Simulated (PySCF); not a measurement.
Computed shifts of a molecule C₃H₄BrF, PySCF with B3LYP/pcSseg-1, GIAO, gas phase, atoms alike by connectivity averaged where their shifts nearly agree, in ppm (number of nuclei): ¹³C: 176.1 (1), 112.9 (1), 18.7 (1). ¹⁹F: -96.1 (1). ¹H: 6.04 (1), 2.41 (3). References: ¹³C against TMS (σ = 181.3 ppm); ¹⁹F against CFCl3 (σ = 161.7 ppm); ¹H against TMS (σ = 31.68 ppm), references at their B3LYP-D3(BJ)/def2-TZVP geometries, non-relativistic (without spin–orbit terms, shifts of atoms bonded to Cl or Br come out too high). Coordinates come from a B3LYP-D3(BJ)/def2-SVP optimisation. Other conformers were not sampled.

Task: Identify the compound among the candidates.
A. C/C(Br)=C\F
B. C/C=C(\F)Br
C. C/C(F)=C\Br
D. F[C@@H]1C[C@H]1Br

Result: C, C/C(F)=C\Br
